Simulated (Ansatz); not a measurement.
Relaxation of a periodic cell of 17 atoms, Si (host Si, host structure diamond, interstitial Si), to a largest force component of 0.03 eV/Å in at most 60 steps.

Level of theory: Ansatz, DFT PBE, scalar-relativistic, plane waves, PAW. Settings: cutoff 420 eV, k mesh 2x2x2, gaussian smearing 0.05 eV, no spin polarisation.

```xyz
17
Lattice="0.0000 5.4300 5.4300 5.4300 0.0000 5.4300 5.4300 5.4300 0.0000" Properties=species:S:1:pos:R:3:forces:R:3
Si 0.000 0.000 0.000 0.08 0.09 0.06
Si 1.357 1.357 1.357 0.00 0.00 0.00
Si 2.715 2.715 0.000 -0.09 -0.08 0.06
Si 4.072 4.072 1.357 0.01 -0.01 -0.59
Si 2.715 0.000 2.715 -0.06 0.05 -0.07
Si 4.072 1.357 4.072 -0.02 -0.49 0.01
Si 5.430 2.715 2.715 0.56 -0.56 -0.49
Si 6.787 4.072 4.072 0.48 0.02 0.02
Si 0.000 2.715 2.715 0.05 -0.06 -0.09
Si 1.357 4.072 4.072 -0.53 -0.03 0.03
Si 2.715 5.430 2.715 -0.66 0.67 -0.62
Si 4.072 6.787 4.072 0.04 0.52 0.03
Si 2.715 2.715 5.430 -0.40 -0.42 0.46
Si 4.072 4.072 6.787 0.00 0.01 0.44
Si 5.430 5.430 5.430 0.39 0.37 0.42
Si 6.787 6.787 6.787 -0.03 0.01 -0.07
Si 4.057 4.080 4.030 0.16 -0.09 0.41
```

Problem. Where does it end, and by what steps?

Solution. It converged. The force dipped under the threshold on the way, but the program's further checks kept it going. After 3 steps the energy has fallen by 0.130 eV; Si11 moved furthest, 0.05 Å.

| step | energy less start (eV) | largest force component (eV/Å) | accepted |
| --- | --- | --- | --- |
| 0 | 0.0000 | 0.670 | yes |
| 1 | -0.1160 | 0.230 | yes |
| 2 | -0.1303 | 0.025 | yes |
| 3 | -0.1303 | 0.025 | yes |

```xyz
17
Lattice="0.0000 5.4300 5.4300 5.4300 0.0000 5.4300 5.4300 5.4300 0.0000" Properties=species:S:1:pos:R:3
Si 0.005 0.005 0.004
Si 1.358 1.357 1.359
Si 2.710 2.711 0.004
Si 4.071 4.074 1.322
Si 2.712 0.003 2.712
Si 4.074 1.324 4.071
Si 5.454 2.691 2.689
Si 6.821 4.071 4.071
Si 0.004 2.711 2.711
Si 1.324 4.075 4.070
Si 2.687 5.457 2.686
Si 4.069 6.821 4.070
Si 2.694 2.694 5.450
Si 4.072 4.072 6.821
Si 5.449 5.450 5.449
Si 6.784 6.789 6.779
Si 4.069 4.074 4.064
```

Run time: 21 s on 1 thread of Arm Neoverse V2 (shared host), peak memory 0.51 GiB.
